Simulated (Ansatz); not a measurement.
Level of theory: frozen-core CCSD(T)/cc-pVTZ // PBE0-D4/def2-TZVP (Ansatz, a program for electronic structure).

Ansatz 0.2 input:
```yaml
crystal:
  periodic: [false, false, false]
  atoms:
    - { symbol: Br, position_ang: [1.655479, -0.744806, 0.001482] }
    - { symbol: B, position_ang: [-0.001443, 0.166352, -0.000931] }
    - { symbol: Br, position_ang: [-1.642309, -0.773405, 0.003696] }
    - { symbol: H, position_ang: [-0.011727, 1.35186, -0.004246] }
basis:
  gaussian: { orbitals: cc-pVTZ }
correlation:
  method: ccsd_t
```

Output:

```
Functional definition: HF
823 factors; integrals over basis functions are off by at most 1.3e-3 eV
mean field evaluation 1: about -140689.0355 eV, gradient 1.4e1 eV
mean field evaluation 2: about -140689.1310 eV, gradient 1.4e1 eV
mean field evaluation 4: about -140689.9861 eV, gradient 2.2e0 eV
mean field evaluation 8: about -140690.0131 eV, gradient 1.1e-1 eV
mean field evaluation 16: about -140689.7064 eV, gradient 7.3e0 eV
mean field -140690.01320336 eV, -5170.2626221073 hartree, gradient 9.9e-7 eV, S^2 0.000000; 0 other end points of the search recorded, 0 dependent functions left out
19 core orbitals not correlated
reference -140690.01320336 eV, -5170.2626221073 hartree; 19, 19 occupied and 92, 92 virtual orbitals, 823 factors
second order -14.97163590 eV of doubles, -0.00000000 eV of singles
cycle   1  -15.19491951 eV  change   -2.2e-1 eV  update   8.5e-2
cycle   2  -15.55374917 eV  change   -3.6e-1 eV  update   2.3e-2
cycle   3  -15.62098638 eV  change   -6.7e-2 eV  update   1.4e-2
cycle   4  -15.60561917 eV  change    1.5e-2 eV  update   4.6e-3
cycle   5  -15.60640437 eV  change   -7.9e-4 eV  update   1.9e-3
cycle   6  -15.60629304 eV  change    1.1e-4 eV  update   4.1e-4
cycle   7  -15.60619061 eV  change    1.0e-4 eV  update   1.0e-4
cycle   8  -15.60624536 eV  change   -5.5e-5 eV  update   2.7e-5
cycle   9  -15.60624748 eV  change   -2.1e-6 eV  update   7.6e-6
perturbative correction -0.64017342 eV, -0.0235259392 hartree
Total energy: -140706.25962425 eV, -5170.8596670630 hartree
```

Cost: roughly 28 core-seconds.
